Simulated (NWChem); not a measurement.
# C₃HBrF₂; SMILES FC=C=C(F)Br

Program: NWChem. Pople sets run with spherical d functions. Structure relaxed at the PBE-D3(BJ)/def2-SVP level. Level: PBE/6-31G* with SMD (1 M gas to 1 M solution), gas-phase geometry.

| solvent | dielectric constant | solvation free energy (kcal/mol) | cavity-dispersion-structure term (kcal/mol) | dipole in solution (D) |
|---|---|---|---|---|
| water | 78.4 | 1.7 | 3.7 | 1.78 |
| dimethyl sulfoxide | 46.8 | -0.7 | 1.3 | 1.77 |
| 2-propanol | 19.3 | -2.0 | -0.1 | 1.75 |
| anisole | 4.22 | -2.0 | -0.6 | 1.63 |
| dichloromethane | 8.93 | -2.9 | -1.2 | 1.71 |
| cyclohexane | 2.02 | -2.1 | -1.2 | 1.48 |
